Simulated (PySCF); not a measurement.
Magnetisability: SMILES C#C[C@]1(N)CCC1=C, C$_{7}$H$_{9}$N

Geometry (Å), atoms numbered from 1 in this order:
```xyz
17

C     2.4485    0.7231   -1.0976
C     1.5017    0.2475   -0.5388
C     0.4076   -0.3537    0.2076
N     0.8387   -0.9887    1.4441
C    -0.5180   -1.2590   -0.6501
C    -1.6650   -0.2475   -0.4793
C    -0.7711    0.5916    0.3894
C    -0.9174    1.7110    1.0643
H     3.2594    1.1495   -1.6093
H     1.1817   -0.2905    2.0947
H     1.5903   -1.6446    1.2565
H    -0.1793   -1.4088   -1.6726
H    -0.6976   -2.2187   -0.1733
H    -1.9749    0.2474   -1.3995
H    -2.5490   -0.6335    0.0257
H    -0.1088    2.1429    1.6307
H    -1.8538    2.2441    1.0774
```

Theory: GIAO wB97X-D/pcSseg-1 magnetisability, rotational g tensor and spin-rotation constants, non-relativistic, gas phase in PySCF. Geometry: GFN2-xTB.

**Question.** What are the magnetisability and the molar susceptibility?

**Answer.** Isotropic -1215 × 10⁻³⁰ J/T², or -73.2 × 10⁻⁶ cm³/mol; principal values -1268, -1206, -1170 × 10⁻³⁰ J/T², anisotropy 86 × 10⁻³⁰ J/T² (root of half the summed squared differences of the principal values). The susceptibility is in cgs units.

**Question.** Split it along the inertial axes a, b, c into diamagnetic and paramagnetic parts about the centre of mass, with the quadrupole moment.

**Answer.** 
```csv
axis,χ (10⁻⁶ cm³/mol),diamagnetic (10⁻⁶ cm³/mol),paramagnetic (10⁻⁶ cm³/mol),summed x² of all electrons (Å²),quadrupole Θ (D Å)
a,-72.9,-555.4,482.5,122.4,+3.41
b,-71.9,-763.3,691.3,73.4,-0.52
c,-74.6,-830.7,756.0,57.5,-2.89
```
Anisotropies 2χaa − χbb − χcc = +0.7 and 2χbb − χaa − χcc = +3.7 × 10⁻⁶ cm³/mol. Θ is traceless in Buckingham's convention.

**Question.** And the rotational g tensor?

**Answer.** 
```tsv
axis	rotational constant (GHz)	g	nuclear part	electronic part
a	2.7538	-0.0146	0.6095	-0.6242
b	1.8266	-0.0086	0.5847	-0.5933
c	1.6711	-0.0046	0.5889	-0.5936
```
Asymmetric top; isotopes 12C, 1H, 14N; no vibrational averaging.
